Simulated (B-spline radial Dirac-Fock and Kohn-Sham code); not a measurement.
## Photoemission from Mn⁷⁺ at 4330 eV, detector at θ = 30°, φ = 0°

System: Mn⁷⁺, configuration [Ne] 3s2 3p6. The computed values come from a B-spline atomic structure program: Dirac-Hartree-Slater photoionisation with a Latter tail; cross sections with all multipoles, angular parameters from the dipole term and its interference with E2. Thresholds are orbital energies of the model. For linearly polarised light dσ/dΩ = σ/(4π) [1 + β P₂(cos θ) + (δ + γ cos²θ) sin θ cos φ], with θ from the polarisation vector and φ the angle between the beam and the projection of the electron momentum on the plane normal to the polarisation. The dipole factor is 1 + βP₂ and the non-dipole term is the rest of the bracket. Open shells are filled statistically over j.

```
subshell  threshold (eV)  σ (kb)     β     γ      δ  dipole factor  non-dipole term  dσ/dΩ (kb/sr)
      2s           922.2    6.67  2.00  0.58  0.000          2.250           +0.218           1.31
   2p1/2           818.7    2.61  1.10  1.00  0.093          1.689           +0.421          0.438
   2p3/2           807.8    4.93  1.11  1.01  0.093          1.693           +0.424          0.831
      3s           227.8    1.12  2.00  0.69  0.000          2.250           +0.258          0.224
   3p1/2           196.2   0.393  1.04  0.99  0.093          1.649           +0.418         0.0646
   3p3/2           194.5   0.746  1.04  1.00  0.092          1.651           +0.420          0.123
```
